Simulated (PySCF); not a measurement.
C₇H₄Cl₃F₃Si, SMILES FC(F)(F)c1ccc([Si](Cl)(Cl)Cl)cc1 (GFN2-xTB optimised geometry):

```
18

F     -2.111    -3.271    -1.290
C     -1.855    -2.868    -0.029
F     -3.044    -2.799     0.588
F     -1.180    -3.870     0.552
C     -1.107    -1.565     0.000
C     -1.810    -0.368    -0.009
C     -1.117     0.827    -0.009
C      0.277     0.853    -0.003
Si     1.213     2.505    -0.029
Cl     1.396     3.135    -1.939
Cl     0.178     3.870     1.039
Cl     3.044     2.254     0.780
C      0.961    -0.362     0.000
C      0.281    -1.565     0.000
H     -2.889    -0.376    -0.010
H     -1.668     1.755    -0.010
H      2.040    -0.368     0.006
H      0.821    -2.499     0.006
```

Computed with PySCF with PBE0/def2-SVP.

Task: What are the frontier orbital energies and the dipole moment?

Result: HOMO-2 -9.36 eV, HOMO-1 -8.26 eV, HOMO -8.19 eV, LUMO -1.64 eV, LUMO+1 -0.93 eV; dipole moment 0.96 D.

Meta-Löwdin charges at PBE0/def2-SVP: F1 -0.27, C2 0.75, F3 -0.26, F4 -0.26, C5 -0.03, C6 -0.10, C7 -0.08, C8 -0.22, Si9 0.89, Cl10 -0.24, Cl11 -0.24, Cl12 -0.24, C13 -0.08, C14 -0.10, H15 0.13, H16 0.11, H17 0.12, H18 0.13.
